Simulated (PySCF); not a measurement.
C3H6N2Si, SMILES CC1=NC=N[SiH2]1.

Geometry optimised at PBE0-D3(BJ)/def2-SVP. The structure was generated by enumeration, and PubChem lists no compound with its InChIKey, so it may never have been made.

All values below come from PySCF 2.14.0 with PBE0-D3(BJ)/def2-SVP.

Frequencies are harmonic and unscaled.

Problem. List the normal modes with their intensities. (An estimate is asked for; the answer gives what the named calculation found.)

Solution. 
| mode | ν (cm⁻¹) | IR (km/mol) | moving atoms (share of kinetic energy) |
|---|---|---|---|
| 1 | 126 | 1.1 | H 95 % |
| 2 | 210 | 0.4 | N 53 %, H 26 %, C 17 % |
| 3 | 289 | 1.5 | H 60 %, C 36 % |
| 4 | 292 | 1.0 | C 39 %, H 31 %, Si 20 %, N 11 % |
| 5 | 403 | 9.2 | H 43 %, N 36 %, C 21 % |
| 6 | 491 | 20.1 | Si 39 %, N 31 %, C 24 % |
| 7 | 584 | 0.3 | C 53 %, H 23 %, Si 14 %, N 10 % |
| 8 | 611 | 52.7 | H 48 %, C 25 %, Si 17 %, N 10 % |
| 9 | 701 | 13.6 | H 79 %, N 14 % |
| 10 | 713 | 14.4 | Si 29 %, N 28 %, C 28 %, H 15 % |
| 11 | 751 | 21.1 | H 64 %, N 25 % |
| 12 | 879 | 44.3 | N 59 %, H 21 %, C 15 % |
| 13 | 934 | 111.0 | H 88 % |
| 14 | 938 | 52.0 | H 47 %, C 32 %, N 20 % |
| 15 | 992 | 2.3 | H 62 %, C 34 % |
| 16 | 1021 | 1.1 | H 61 %, C 37 % |
| 17 | 1100 | 92.4 | C 45 %, N 31 %, H 24 % |
| 18 | 1241 | 12.8 | C 63 %, H 31 % |
| 19 | 1350 | 7.9 | H 84 %, C 8 % |
| 20 | 1385 | 8.9 | H 61 %, C 37 % |
| 21 | 1429 | 20.8 | H 94 % |
| 22 | 1441 | 15.5 | H 96 % |
| 23 | 1625 | 115.1 | C 58 %, N 39 % |
| 24 | 1707 | 104.5 | C 55 %, N 41 % |
| 25 | 2251 | 65.3 | H 98 % |
| 26 | 2257 | 84.1 | H 96 % |
| 27 | 3048 | 4.6 | H 97 % |
| 28 | 3131 | 2.6 | H 91 %, C 9 % |
| 29 | 3142 | 39.7 | H 92 %, C 8 % |
| 30 | 3176 | 5.5 | H 90 %, C 10 % |
